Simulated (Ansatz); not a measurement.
Reactions of CH$_{10}$AlNSi$_{2}$ (`[CH3][Al]([NH2])[SiH2][SiH3]`).

Calculated with Ansatz (gas phase, PBE0-D4/def2-TZVP geometries, no zero-point term in ΔE). CBS: MP2 limit from def2 TZ/QZ plus the TZ coupled-cluster correction, frozen cores. This one scheme is used for every species. def2 core potentials past Kr. For Br, Ge, I outer-core shells are correlated without core-valence functions, which leaves a few kJ/mol of doubt a bond. Scalar relativity is left out up to krypton. One conformer a species, not always the lowest.

(1) Order these by ΔE at CCSD(T)/CBS, lowest first. (Estimate.)
A. `[CH3][Al]([NH2])[SiH2][SiH3]` + `B[S][GeH3]` → `[SiH3][SiH2][S][GeH3]` + `[BH2][Al]([CH3])[NH2]`
B. `[CH3][Al]([NH2])[SiH2][SiH3]` + `F[Si](F)(F)Br` → `F[Si](F)([SiH3])Br` + `[CH3][Al]([NH2])[SiH2]F`
C. `[CH3][Al]([NH2])[SiH2][SiH3]` + `N=[C](F)[GeH3]` → `[CH3][Al]([NH2])[C](=N)F` + `[SiH3][SiH2][GeH3]`
D. `[CH3][Al]([NH2])[SiH2][SiH3]` + `C=O` → `[CH3][Al]([NH2])[CH]=O` + disilane
E. `[CH3][Al]([NH2])[SiH2][SiH3]` + `B[N]1[CH2][AlH]1` → `[SiH3][SiH2][N]1[CH2][AlH]1` + `[BH2][Al]([CH3])[NH2]`
F. `[CH3][Al]([NH2])[SiH2][SiH3]` + `F[SiH2]B[SiH3]` → `[CH3][Al]([NH2])[SiH2]F` + `[SiH3]B[SiH2][SiH3]`
G. `[CH3][Al]([NH2])[SiH2][SiH3]` + `BrI` → `[CH3][Al]([NH2])[Br]` + `[SiH3][SiH2]I`
H. `[CH3][Al]([NH2])[SiH2][SiH3]` + `BB` → `[BH2][Al]([CH3])[NH2]` + `B[SiH2][SiH3]`

Largest T1 diagnostic: 0.015, for `C=O`.

## Answers

(1) G (-283.2 kJ/mol), C (-42.1 kJ/mol), F (+11.7 kJ/mol), D (+32.2 kJ/mol), B (+47.2 kJ/mol), H (+61.5 kJ/mol), A (+85.3 kJ/mol), E (+124.5 kJ/mol).
